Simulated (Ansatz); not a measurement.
A made-up structure of B2H3OF, closed shell:

B1  (-0.737, 1.023, 0.484)
O2  (0.144, -2.050, -0.951)
B3  (0.750, -0.978, -0.463)
F4  (0.008, 0.019, 0.013)
H5  (-1.041, 1.015, 1.643)
H6  (-1.067, 1.893, -0.269)
H7  (1.942, -0.923, -0.458)
(Å)

It is relaxed with PBE-D4/def2-SVP and then PBE0-D4/def2-TZVP (Ansatz 0.2.0). Atoms count as bonded within 1.22 times the sum of their covalent radii (H–H: 0.88 Å). The end point is not checked to be a true minimum.

Task: Does its bonding change? (A judgement: the text doesn't fix the answer.)

Result: The calculation gives: Yes. Formed: none; broken: B3–F4.

Where it ends: The first stage lowers the energy by 3.09 eV in 53 steps. It ends as a complex of BH₂F ([BH2][F]) + BHO ([BH][O]):
```json
{"atom": "B1", "x (Å)": "-0.7982", "y (Å)": "1.0046", "z (Å)": "0.4798"}
{"atom": "O2", "x (Å)": "0.1549", "y (Å)": "-0.7444", "z (Å)": "-0.3567"}
{"atom": "B3", "x (Å)": "1.0626", "y (Å)": "-1.4517", "z (Å)": "-0.6930"}
{"atom": "F4", "x (Å)": "0.3168", "y (Å)": "1.6692", "z (Å)": "0.7881"}
{"atom": "H5", "x (Å)": "-1.3336", "y (Å)": "0.3842", "z (Å)": "1.3540"}
{"atom": "H6", "x (Å)": "-1.3462", "y (Å)": "1.2875", "z (Å)": "-0.5476"}
{"atom": "H7", "x (Å)": "1.9437", "y (Å)": "-2.1494", "z (Å)": "-1.0246"}
```

Labels in which every atom is bracketed show which atoms are joined, not bond orders.

For scale, one of the runs: PBE0-D4/def2-TZVP relaxation, 142 basis functions, launched by `ansatz run in.yaml --threads 2 --pin off --events-out ev --progress --plain --max-ram 4352MiB`. The run took about 31 s on 2 CPU threads of an AMD EPYC 9R45 (shared host).
